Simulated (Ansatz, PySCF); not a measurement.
sulfur trioxide anion (O₃S), SMILES O=S(=O)=O (connectivity only; charge and spin as stated), charge -1, multiplicity 2. Atoms are numbered in the order given.

```xyz
4

O      1.2700    -0.7333    -0.1585
S      0.0000     0.0000     0.2318
O     -1.2700    -0.7333    -0.1585
O      0.0000     1.4665    -0.1585
```
Charge -1, spin multiplicity 2.

Geometry: B3LYP-D3(BJ)/def2-SVPD. The spin state was assumed, not searched.

Two levels are set side by side: PBE-D3(BJ)/def2-SVPD (Ansatz, a quantum-chemistry and plane-wave program) and B3LYP-D3(BJ)/def2-SVPD (Ansatz). Each level has its own optimised geometry; the coordinates shown are those of the second. Frequencies come from the Hessian of PySCF at each geometry. Differences are taken from unrounded values.

```json
[
 {"quantity": "mean bond length (Å)", "B3LYP-D3(BJ)": "1.518", "PBE-D3(BJ)": "1.534", "PBE-D3(BJ) minus B3LYP-D3(BJ)": "0.017"},
 {"quantity": "bond O1–S2 (Å)", "B3LYP-D3(BJ)": "1.518", "PBE-D3(BJ)": "1.534", "PBE-D3(BJ) minus B3LYP-D3(BJ)": "0.017"},
 {"quantity": "bond S2–O3 (Å)", "B3LYP-D3(BJ)": "1.518", "PBE-D3(BJ)": "1.534", "PBE-D3(BJ) minus B3LYP-D3(BJ)": "0.017"},
 {"quantity": "bond S2–O4 (Å)", "B3LYP-D3(BJ)": "1.518", "PBE-D3(BJ)": "1.534", "PBE-D3(BJ) minus B3LYP-D3(BJ)": "0.017"},
 {"quantity": "highest harmonic wavenumber (cm⁻¹)", "B3LYP-D3(BJ)": "1062", "PBE-D3(BJ)": "1025", "PBE-D3(BJ) minus B3LYP-D3(BJ)": "-37"},
 {"quantity": "mean harmonic wavenumber (cm⁻¹)", "B3LYP-D3(BJ)": "741", "PBE-D3(BJ)": "709", "PBE-D3(BJ) minus B3LYP-D3(BJ)": "-32"},
 {"quantity": "zero-point energy (kcal/mol)", "B3LYP-D3(BJ)": "6.36", "PBE-D3(BJ)": "6.08", "PBE-D3(BJ) minus B3LYP-D3(BJ)": "-0.27"}
]
```

GGA bonds tend to be longer and softer than those of functionals with exact exchange. Differences between two approximate levels are no errors against the true value.
